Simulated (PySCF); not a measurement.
PySCF input (TPSSh/def2-TZVPD):

```python
from pyscf import gto, scf, dft

mol = gto.M(
    atom='''
    Sn   -0.27398500   -0.29800870   -0.15150228
    Cl    0.10159693    1.40645448   -1.74126180
    Cl   -1.11448683    0.72172916    1.80484208
    Cl    1.81872815   -1.25168748    0.38201466
    ''',
    basis='def2-tzvpd',
    ecp='def2-tzvp',
    charge=0,
    spin=1,
    verbose=4,
)

mf = dft.UKS(mol, xc='tpssh').density_fit(auxbasis='def2-universal-jkfit')
mf.grids.level = 3
mf.conv_tol = 1e-9
mf.max_cycle = 100
mf.max_memory = 1500
mf.kernel()
if not mf.converged:
    mf = mf.newton()
    mf.kernel(mf.make_rdm1())
for _ in range(2):
    mo, _, stable, _ = mf.stability(return_status=True)
    if stable:
        break
    mf.kernel(mf.make_rdm1(mo, mf.mo_occ))
mf.analyze()
```

Output:

```
ECP def2-tzvp not found for  Cl
PySCF version 2.14.0

[INPUT] verbose = 4
[INPUT] num. atoms = 4
[INPUT] num. electrons = 73
[INPUT] charge = 0
[INPUT] spin (= nelec alpha-beta = 2S) = 1
[INPUT] symmetry False subgroup None
[INPUT] Mole.unit = angstrom
[INPUT] Symbol           X                Y                Z      unit          X                Y                Z       unit  Magmom
[INPUT]  1 Sn    -0.273985000000  -0.298008700000  -0.151502280000 AA   -0.517756612239  -0.563154825738  -0.286297816447 Bohr   0.0
[INPUT]  2 Cl     0.101596930000   1.406454480000  -1.741261800000 AA    0.191990372797   2.657813773868  -3.290507913167 Bohr   0.0
[INPUT]  3 Cl    -1.114486830000   0.721729160000   1.804842080000 AA   -2.106074878135   1.363870448512   3.410657229290 Bohr   0.0
[INPUT]  4 Cl     1.818728150000  -1.251687480000   0.382014660000 AA    3.436898098537  -2.365346530747   0.721903082969 Bohr   0.0

nuclear repulsion = 371.885568648805
number of shells = 66
number of NR pGTOs = 313
number of NR cGTOs = 194
basis = def2-tzvpd
ecp = def2-tzvp

******** <class 'pyscf.df.df_jk.DFUKS'> ********
method = DFUKS
initial guess = minao
damping factor = 0
level_shift factor = 0
DIIS = <class 'pyscf.scf.diis.CDIIS'>
diis_start_cycle = 1
diis_space = 8
diis_damp = 0
SCF conv_tol = 1e-09
SCF conv_tol_grad = None
SCF max_cycles = 100
direct_scf = False
number electrons alpha = 37  beta = 36
XC library pyscf.dft.libxc version 7.1.2
    S. Lehtola, C. Steigemann, M. J. T. Oliveira, and M. A. L. Marques,  SoftwareX 7, 1–5 (2018)
XC functionals = tpssh
    V. N. Staroverov, G. E. Scuseria, J. Tao, and J. P. Perdew,  J. Chem. Phys. 119, 12129 (2003)
radial grids:
    Treutler-Ahlrichs [JCP 102, 346 (1995); DOI:10.1063/1.469408] (M4) radial grids

becke partition: Becke, JCP 88, 2547 (1988); DOI:10.1063/1.454033
pruning grids: <function nwchem_prune>
grids dens level: 3
symmetrized grids: False
atomic radii adjust function: <function treutler_atomic_radii_adjust>
small_rho_cutoff = 0
Set gradient conv threshold to 3.16228e-05
tot grids = 78600
******** <class 'pyscf.df.df.DF'> ********
auxbasis = def2-universal-jkfit
init E= -1558.42883059152
  alpha nocc = 37  HOMO = -0.612511599126758  LUMO = -0.500006733278992
  beta  nocc = 36  HOMO = -0.618029529693321  LUMO = -0.612511599126754

WARN: HOMO -0.612511599126758 >= LUMO -0.612511599126754

[...]
  beta  nocc = 36  HOMO = -0.317884407514677  LUMO = -0.207925073949212
  HOMO = -0.268294588283  LUMO = -0.207925073949  gap/eV = 1.64274
Extra cycle  E= -1595.03650224813  delta_E= 2.11e-11  |g|= 1.5e-05  |ddm|= 2.55e-05
converged SCF energy = -1595.03650224813  <S^2> = 0.75363352  2S+1 = 2.0036302
uhf_internal: lowest eigs of H = [0.17828279 0.17829696 0.19649751]
<class 'pyscf.df.df_jk.DFUKS'> wavefunction is stable in the internal stability analysis
**** SCF Summaries ****
Total Energy =                       -1595.036502248129409
Nuclear Repulsion Energy =             371.885568648804565
One-electron Energy =                -3024.546355762129224
Two-electron Energy =                 1057.624284865195250
Two-electron Coulomb Energy =         1160.474146707343380
DFT Exchange-Correlation Energy =     -102.849861842148130
HOMO-LUMO gap [eV] =                     1.642738158382486
**** MO energy ****
                             alpha | beta                alpha | beta
MO #1   energy= -101.388666048973  | -101.387321996933  occ= 1 | 1
MO #2   energy= -101.388665342906  | -101.387321232473  occ= 1 | 1
MO #3   energy= -101.388664609203  | -101.387320475886  occ= 1 | 1
MO #4   energy= -9.39004528045081  | -9.38894260320918  occ= 1 | 1
MO #5   energy= -9.39004461929388  | -9.38894187352418  occ= 1 | 1
MO #6   energy= -9.39004345002134  | -9.38894020751607  occ= 1 | 1
MO #7   energy= -7.13710767776187  | -7.13367399420481  occ= 1 | 1
MO #8   energy= -7.13710673245201  | -7.13367321876075  occ= 1 | 1
MO #9   energy= -7.13710232514828  | -7.13367205698382  occ= 1 | 1
MO #10  energy= -7.12998667815153  | -7.12890789409975  occ= 1 | 1
MO #11  energy= -7.12998553248823  | -7.1289066755156   occ= 1 | 1
MO #12  energy= -7.12998393307895  | -7.12890066486245  occ= 1 | 1
MO #13  energy= -7.12938389373369  | -7.12871937417377  occ= 1 | 1
MO #14  energy= -7.12937492245555  | -7.12871033323335  occ= 1 | 1
MO #15  energy= -7.12937395949578  | -7.12870945671046  occ= 1 | 1
MO #16  energy= -5.10103664056767  | -5.09918009059319  occ= 1 | 1
MO #17  energy= -3.456120884442    | -3.45264999543462  occ= 1 | 1
MO #18  energy= -3.45306058785742  | -3.45214960221795  occ= 1 | 1
MO #19  energy= -3.45305957371256  | -3.45214859508301  occ= 1 | 1
MO #20  energy= -1.06317270037814  | -1.05981683844083  occ= 1 | 1
MO #21  energy= -1.0631724199682   | -1.05981670252232  occ= 1 | 1
MO #22  energy= -1.06103299636454  | -1.05597970434205  occ= 1 | 1
MO #23  energy= -1.05833635425852  | -1.05508031568329  occ= 1 | 1
MO #24  energy= -1.05833623590142  | -1.05508019428104  occ= 1 | 1
MO #25  energy= -0.818123913968962 | -0.810059687377791 occ= 1 | 1
MO #26  energy= -0.798919514043663 | -0.790740121590382 occ= 1 | 1
MO #27  energy= -0.798919001856859 | -0.790739754462408 occ= 1 | 1
MO #28  energy= -0.509199140870678 | -0.493131059672109 occ= 1 | 1
MO #29  energy= -0.391996858550105 | -0.37922596009015  occ= 1 | 1
MO #30  energy= -0.391996080102552 | -0.379224805148918 occ= 1 | 1
MO #31  energy= -0.353883104372266 | -0.345470579421473 occ= 1 | 1
MO #32  energy= -0.334539034729179 | -0.329479274948799 occ= 1 | 1
MO #33  energy= -0.33453774274438  | -0.329477926229591 occ= 1 | 1
MO #34  energy= -0.325225608605971 | -0.32280190581366  occ= 1 | 1
MO #35  energy= -0.325225342704532 | -0.32280156523087  occ= 1 | 1
MO #36  energy= -0.320066913725476 | -0.317884407514677 occ= 1 | 1
MO #37  energy= -0.268294588283216 | -0.207925073949212 occ= 1 | 0
MO #38  energy= -0.0748023508311336 | -0.064098891215673 occ= 0 | 0
MO #39  energy= -0.0486021918991945 | -0.0313164320716131 occ= 0 | 0
MO #40  energy= -0.0486015195739351 | -0.0313157050911908 occ= 0 | 0
MO #41  energy= -0.00359750296255472 | 0.000232105324135201 occ= 0 | 0
MO #42  energy= 0.0313546553327414 | 0.0358198091237903 occ= 0 | 0
MO #43  energy= 0.032904573660563  | 0.0358199256678095 occ= 0 | 0
MO #44  energy= 0.0329046852698089 | 0.035910494530655  occ= 0 | 0
MO #45  energy= 0.0484033557367189 | 0.0504579127125165 occ= 0 | 0
MO #46  energy= 0.0484035224115044 | 0.0504579394784968 occ= 0 | 0
MO #47  energy= 0.056199860846416  | 0.0595789523977325 occ= 0 | 0
MO #48  energy= 0.0639032211555961 | 0.0651963016685234 occ= 0 | 0
MO #49  energy= 0.0639034006222981 | 0.0651967048083405 occ= 0 | 0
MO #50  energy= 0.0771423102067615 | 0.0810277189804091 occ= 0 | 0
MO #51  energy= 0.0930617871018873 | 0.0938240057869728 occ= 0 | 0
MO #52  energy= 0.097578115935195  | 0.102311352508792  occ= 0 | 0
MO #53  energy= 0.0975788982751029 | 0.102312753440029  occ= 0 | 0
MO #54  energy= 0.102507752247536  | 0.105436597552155  occ= 0 | 0
MO #55  energy= 0.102508736743151  | 0.105437733780293  occ= 0 | 0
MO #56  energy= 0.133480674529676  | 0.141423871137829  occ= 0 | 0
MO #57  energy= 0.139412683331365  | 0.1439720213229    occ= 0 | 0
MO #58  energy= 0.139415671061226  | 0.143974565306775  occ= 0 | 0
MO #59  energy= 0.170844995552936  | 0.177123140863563  occ= 0 | 0
MO #60  energy= 0.181432555622359  | 0.185156515745018  occ= 0 | 0
MO #61  energy= 0.181433094049009  | 0.185157228719587  occ= 0 | 0
MO #62  energy= 0.194715959226296  | 0.198991677281425  occ= 0 | 0
MO #63  energy= 0.199877245243835  | 0.202227473839107  occ= 0 | 0
MO #64  energy= 0.202543522762273  | 0.209791493908505  occ= 0 | 0
MO #65  energy= 0.213393589519834  | 0.215700703618562  occ= 0 | 0
MO #66  energy= 0.213394190234779  | 0.215701169223131  occ= 0 | 0
MO #67  energy= 0.217413661398951  | 0.220502735517147  occ= 0 | 0
MO #68  energy= 0.217414673930632  | 0.220504066775168  occ= 0 | 0
MO #69  energy= 0.223742773469293  | 0.226154349891346  occ= 0 | 0
MO #70  energy= 0.223743539523238  | 0.226155185269261  occ= 0 | 0
MO #71  energy= 0.253817465528932  | 0.258897626960518  occ= 0 | 0
MO #72  energy= 0.253818184004474  | 0.258898017391631  occ= 0 | 0
MO #73  energy= 0.27175310276704   | 0.274582387658055  occ= 0 | 0
MO #74  energy= 0.272879038952703  | 0.279573177295304  occ= 0 | 0
MO #75  energy= 0.311944173150024  | 0.321770220074889  occ= 0 | 0
MO #76  energy= 0.311945738362924  | 0.321772093136791  occ= 0 | 0
MO #77  energy= 0.326529306744897  | 0.333970040481476  occ= 0 | 0
MO #78  energy= 0.350965860997903  | 0.3581559224761    occ= 0 | 0
MO #79  energy= 0.350968888473547  | 0.358159003205429  occ= 0 | 0
MO #80  energy= 0.376073931696522  | 0.384329350338667  occ= 0 | 0
MO #81  energy= 0.376074683760484  | 0.384330174921451  occ= 0 | 0
MO #82  energy= 0.397339778056057  | 0.403539376432006  occ= 0 | 0
MO #83  energy= 0.475725576378732  | 0.480143132419686  occ= 0 | 0
MO #84  energy= 0.475726379038144  | 0.480143873783919  occ= 0 | 0
MO #85  energy= 0.493822658917813  | 0.495158421785346  occ= 0 | 0
MO #86  energy= 0.51958918030854   | 0.528908214737644  occ= 0 | 0
MO #87  energy= 0.519590527298512  | 0.528909906178706  occ= 0 | 0
MO #88  energy= 0.525871335307346  | 0.53571095522066   occ= 0 | 0
MO #89  energy= 0.558865041280142  | 0.563301922776189  occ= 0 | 0
MO #90  energy= 0.559466476422916  | 0.56399957800062   occ= 0 | 0
MO #91  energy= 0.55946863892698   | 0.56400079199777   occ= 0 | 0
MO #92  energy= 0.572729330567239  | 0.576232522055042  occ= 0 | 0
MO #93  energy= 0.58349861088269   | 0.587401935950731  occ= 0 | 0
MO #94  energy= 0.59886385187769   | 0.601290812059029  occ= 0 | 0
MO #95  energy= 0.59886791261949   | 0.601294982882928  occ= 0 | 0
MO #96  energy= 0.60909684956064   | 0.615779633642258  occ= 0 | 0
MO #97  energy= 0.609100168959204  | 0.615782667616425  occ= 0 | 0
MO #98  energy= 0.613902437812007  | 0.616038305484772  occ= 0 | 0
MO #99  energy= 0.615947361511912  | 0.619528793294214  occ= 0 | 0
MO #100 energy= 0.61594857434694   | 0.619530321229039  occ= 0 | 0
MO #101 energy= 0.643352124028479  | 0.644400229167825  occ= 0 | 0
MO #102 energy= 0.666796382942465  | 0.672673267724384  occ= 0 | 0
MO #103 energy= 0.666800567400606  | 0.67267861010081   occ= 0 | 0
MO #104 energy= 0.707520196575077  | 0.715888792854727  occ= 0 | 0
[...]
```

It need not be the lowest isomer of its formula.
